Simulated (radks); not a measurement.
Charge is removed step by step from the 2s down level of the manganese ion Mn2+, starting from [He] 2s(up 1, down 1) 2p6 3s2 3p6 3d5. Calculated with a radial shooting solver on a logarithmic mesh with Libxc functionals: scalar-relativistic Kohn-Sham, r2SCAN, spin-polarised, spherical densities, finite nucleus; open shells are filled with parallel spins first; meta-GGA in the generalised Kohn-Sham scheme; Fermi nuclear charge, rms radius 3.7057 fm.

| removed (e) | E - E(0) (eV) | eigenvalue (eV) | E minus straight line (eV) |
|---|---|---|---|
| 0 | 0.000 | -767.42 | 0.000 |
| 0.25 | 193.11 | -777.88 | -3.946 |
| 0.5 | 388.84 | -788.41 | -5.267 |
| 0.75 | 587.21 | -798.95 | -3.951 |
| 1 | 788.22 | -809.47 | 0.000 |

Removing the whole electron costs 788.22 eV by Delta-SCF, against 767.42 eV from minus the eigenvalue at the starting occupation. Slater's transition state (half an electron removed) gives 788.41 eV. Integrating minus the eigenvalue over the occupation (Janak's theorem) gives 788.42 eV. In this scalar-relativistic scheme the density is built from large components alone, so the theorem holds only approximately. The mean slope of the eigenvalue, de/dn, is 42.0 eV per electron.
